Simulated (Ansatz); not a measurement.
InI2, SMILES [I][In+][I], charge +1.

Coordinates come from a B3LYP-D3(BJ)/def2-SVP optimisation. The spin state was assumed, not searched. The isomer is the one that the SMILES or the coordinates give; other isomers of the formula were not compared. The def2 effective core potentials stand for the cores of I, In; spin–orbit coupling is left out.

Two levels are set side by side: PBE/def2-SVPD (Ansatz, a program for electronic structure) and CAM-B3LYP/def2-SVPD (Ansatz). Energy differences of separate SCF runs at the same geometry; the states with an electron removed or added have multiplicity 2 and 2. Differences are taken from unrounded values.

```tsv
quantity	CAM-B3LYP
vertical ionisation energy (eV)	15.03
vertical electron affinity (eV)	7.04
vertical singlet–triplet gap (eV)	2.82
```

### Question
What does PBE give, and how far is it from CAM-B3LYP? (Estimate from the structure and the level; the computed values follow.)

### Answer

```
quantity                             PBE  PBE minus CAM-B3LYP
---------------------------------  -----  -------------------
vertical ionisation energy (eV)    14.39                -0.64
vertical electron affinity (eV)     6.94                -0.10
vertical singlet–triplet gap (eV)   2.29                -0.53
```
